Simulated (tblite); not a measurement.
Compound: C₅H₃N₂O (doublet state).
SMILES with atom numbers: `[C:1]#[C:2][C@H:3]([C:4]#[N:5])[C:6]([NH2:7])=[O:8]` (hydrogens: H9 on C3; H10, H11 on N7)
Bond orders are those of one Lewis drawing.

Computed with GFN2-xTB (tblite), gas phase: L-BFGS steps from a force-field or distance-geometry start until the largest atomic force falls under 0.01 eV/Å.

The end geometry, which sets the zero of energy:
```
atom  x, y, z in Å
C1     -0.5683    1.9706    1.8204
C2     -0.4990    1.3076    0.8252
C3     -0.6732    0.4446   -0.3473
C4     -1.5336   -0.6654   -0.0167
N5     -2.1880   -1.5568    0.2718
C6      0.6983   -0.1252   -0.8001
N7      1.4262   -0.6352    0.2021
O8      1.0165   -0.1071   -1.9603
H9     -1.1083    1.0163   -1.1751
H10     2.3228   -1.0455   -0.0034
H11     1.1122   -0.6013    1.1575
```

Task: These geometries come from the run, each turned onto the end geometry. Order them by energy, lowest first.
A.
```
atom  x, y, z in Å
C1     -0.5289    1.9038    1.8970
C2     -0.5009    1.2528    0.8921
C3     -0.6752    0.4561   -0.3231
C4     -1.5700   -0.6530   -0.0967
N5     -2.2364   -1.5640    0.0788
C6      0.6631   -0.1850   -0.7846
N7      1.4792   -0.5358    0.2178
O8      0.8738   -0.3580   -1.9563
H9     -1.0697    1.0772   -1.1355
H10     2.3224   -1.0439    0.0045
H11     1.2482   -0.3477    1.1803
```
B.
```
atom  x, y, z in Å
C1     -0.6770    1.3355    2.2595
C2     -0.6447    0.8183    1.1817
C3     -0.6370    0.2700   -0.1805
C4     -1.8842   -0.4233   -0.4034
N5     -2.8759   -0.9558   -0.5926
C6      0.5909   -0.6824   -0.2635
N7      1.7555   -0.0059   -0.3270
O8      0.4962   -1.8787   -0.2920
H9     -0.5363    1.0724   -0.9240
H10     2.6142   -0.5337   -0.3109
H11     1.8038    0.9861   -0.1733
```
C.
```
atom  x, y, z in Å
C1     -0.4898    1.6927    2.0147
C2     -0.5001    1.0929    0.9800
C3     -0.6708    0.3742   -0.2872
C4     -1.7334   -0.6064   -0.2014
N5     -2.5676   -1.3821   -0.1473
C6      0.6390   -0.3365   -0.7352
N7      1.5960   -0.3909    0.2013
O8      0.7360   -0.7598   -1.8574
H9     -0.9535    1.0865   -1.0737
H10     2.4882   -0.7932   -0.0295
H11     1.4616    0.0252    1.1099
```
D.
```
atom  x, y, z in Å
C1     -0.5829    1.3417    2.2736
C2     -0.6301    0.8657    1.1709
C3     -0.6781    0.3015   -0.1828
C4     -1.9197   -0.4455   -0.3985
N5     -2.8716   -1.0285   -0.5679
C6      0.5706   -0.6105   -0.3200
N7      1.7976   -0.0388   -0.2015
O8      0.3605   -1.8274   -0.5221
H9     -0.5733    1.1111   -0.9036
H10     2.5143   -0.4455    0.3824
H11     2.0183    0.7788   -0.7564
```
E.
```
atom  x, y, z in Å
C1     -0.6038    1.2913    2.2509
C2     -0.6099    0.7660    1.1713
C3     -0.6495    0.3069   -0.2269
C4     -1.8783   -0.4130   -0.3903
N5     -2.8286   -1.0190   -0.5372
C6      0.5694   -0.6645   -0.3433
N7      1.7227    0.0340   -0.1419
O8      0.5017   -1.8524   -0.3927
H9     -0.6446    1.1658   -0.9109
H10     2.5165   -0.5426    0.0700
H11     1.9099    0.9300   -0.5750
```

Result: A (0.012 eV), C (0.041 eV), B (0.145 eV), E (0.362 eV), D (0.783 eV).

In the order of the answer:

```json
{"step": "116", "E above end (eV)": "0.012", "largest force (eV/Å)": "0.08", "rms force component (eV/Å)": "0.029", "rms distance from end (Å)": "0.153", "rms bond change (Å)": "0.001", "bond most changed (Å)": "C2–C3 -0.003"}
{"step": "99", "E above end (eV)": "0.041", "largest force (eV/Å)": "0.35", "rms force component (eV/Å)": "0.095", "rms distance from end (Å)": "0.419", "rms bond change (Å)": "0.003", "bond most changed (Å)": "C3–C4 +0.006"}
{"step": "27", "E above end (eV)": "0.145", "largest force (eV/Å)": "0.09", "rms force component (eV/Å)": "0.038", "rms distance from end (Å)": "1.212", "rms bond change (Å)": "0.003", "bond most changed (Å)": "C6–N7 +0.009"}
{"step": "11", "E above end (eV)": "0.362", "largest force (eV/Å)": "1.36", "rms force component (eV/Å)": "0.349", "rms distance from end (Å)": "1.218", "rms bond change (Å)": "0.010", "bond most changed (Å)": "C6–N7 +0.024"}
{"step": "3", "E above end (eV)": "0.783", "largest force (eV/Å)": "3.63", "rms force component (eV/Å)": "1.000", "rms distance from end (Å)": "1.231", "rms bond change (Å)": "0.019", "bond most changed (Å)": "C6=O8 +0.048"}
```

The cost below is that of the whole relaxation. Hardware: one thread, Arm Neoverse V1 (aarch64), no GPU, shared host with 32 logical CPUs at a one-minute load of 25. Cost: 0.8 s of wall time.
